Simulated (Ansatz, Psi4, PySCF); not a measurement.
F4Si (SMILES F[Si](F)(F)F), singlet, geometry from GFN2-xTB. Base run: MP2/STO-3G (PySCF).

The PySCF input:
```python
from pyscf import gto, scf, mp

mol = gto.Mole()
mol.atom = '''
    Si    0.000000   -0.000000    0.000000
    F     0.885523    0.904021    0.922295
    F    -0.913890   -0.912438    0.885605
    F    -0.894010    0.904082   -0.914011
    F     0.922377   -0.895666   -0.893889
'''
mol.basis = 'sto-3g'
mol.charge = 0
mol.spin = 0
mol.verbose = 4
mol.build()

mf = scf.RHF(mol)
mf.kernel()

pt = mp.MP2(mf)
pt.kernel()
print('E(MP2) = %.10f' % pt.e_tot)
```

The same geometry, method and basis name were run in Ansatz (a first-principles code) and Psi4 and PySCF, at each program's defaults and at the settings that a row names. The base is PySCF at its defaults. Differences at the defaults can come from grids, fitting, cores and function types together.

```
code and settings                                                                                     ΔE vs base (µEh)  basis functions      E (Eh)  SCF cycles
----------------------------------------------------------------------------------------------------  ----------------  ---------------  ----------  ----------
PySCF, defaults (exact integrals, spherical functions, all electrons correlated)                                   0.0               29  -677.93517           7
Psi4, defaults (density fitting with its default set, spherical functions, all electrons correlated)              -527               29  -677.93570           8
Ansatz, defaults (factorised integrals, spherical functions, frozen core)                                         3253               29  -677.93192           -
PySCF, frozen core                                                                                                3242               29  -677.93193           7
Psi4, exact integrals, spherical functions, frozen core                                                           3242               29  -677.93193           8
Ansatz, high accuracy, frozen core                                                                                3241               29  -677.93193           -
```
